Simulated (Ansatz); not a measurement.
`F[SiH2][InH2]` + `N=C=O` → `O=C=N[SiH2]F` + `[InH3]`  (cleavage of the Si–In bond)

Gas-phase electronic energies from Ansatz, PBE0-D4/def2-TZVP geometries. CCSD(T)/CBS adds triple-zeta CCSD(T) − MP2 to the extrapolated MP2 energy (def2 sets, frozen cores). This one scheme is used for every species. DFT in def2-TZVPP. def2 core potentials past Kr. For In outer-core shells are correlated without core-valence functions, which leaves a few kJ/mol of doubt a bond. Each species was taken in one conformer, which may not be the lowest.

CCSD(T)/CBS gives -0.87 eV.

Problem. Another level gave -0.71 eV. Which?
A. r2SCANh/def2-TZVPP
B. revPBE-D4/def2-TZVPP
C. SCS-MP2/def2-TZVPP
D. PBE0/def2-TZVPP

Solution. B. revPBE-D4 -0.71, SCS-MP2/def2-TZVPP -0.98, r2SCANh -0.87, PBE0 -0.78 eV.

Largest T1 diagnostic among the species: 0.018.

From r2SCAN to r2SCAN0 (25 % exact exchange), in def2-TZVPP and without D4, ΔE moves by −0.05 eV. In def2-TZVPP, CCSD(T) changes the Hartree–Fock value by +0.25 eV (the triples alone add +0.03 eV) and MP2 by +0.19 eV.
